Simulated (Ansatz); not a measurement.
Wavefunction ladder for BBrH2O2 (`OB(O)Br`)

| atom | x (Å) | y (Å) | z (Å) |
| --- | --- | --- | --- |
| O1 | 0.156 | 0.092 | 1.132 |
| B2 | -0.044 | -0.119 | -0.191 |
| O3 | 0.022 | 0.889 | -1.081 |
| Br4 | -0.438 | -1.892 | -0.864 |
| H5 | 0.083 | -0.703 | 1.665 |
| H6 | 0.221 | 1.732 | -0.661 |

The species carries charge 0 and has multiplicity 1. Correlated methods include outer-core shells of Br, which these sets cover unevenly. Scalar relativity is left out up to krypton. Geometry: relaxed with PBE0-D4/def2-TZVP. It is one conformer, not always the lowest. Frozen core, restricted reference, the Gaussian-basis code of Ansatz.

| basis | HF (Eh) | MP2 corr. | CCSD corr. | (T) | CCSD(T) total |
| --- | --- | --- | --- | --- | --- |
| def2-SVP | -2747.69842 | ? | -0.69595 | -0.01606 | ? |
| def2-TZVPP | ? | -0.84850 | ? | ? | ? |
| def2-QZVPP | -2748.28530 | -1.21242 | – | – | – |

Task: Fill in the withheld values. (Best estimate.)

Result: Computed: def2-SVP MP2 corr.: -0.68250; def2-SVP CCSD(T) total: -2748.41043; def2-TZVPP HF (Eh): -2748.22770; def2-TZVPP CCSD corr.: -0.85876; def2-TZVPP (T): -0.03094; def2-TZVPP CCSD(T) total: -2749.11740.
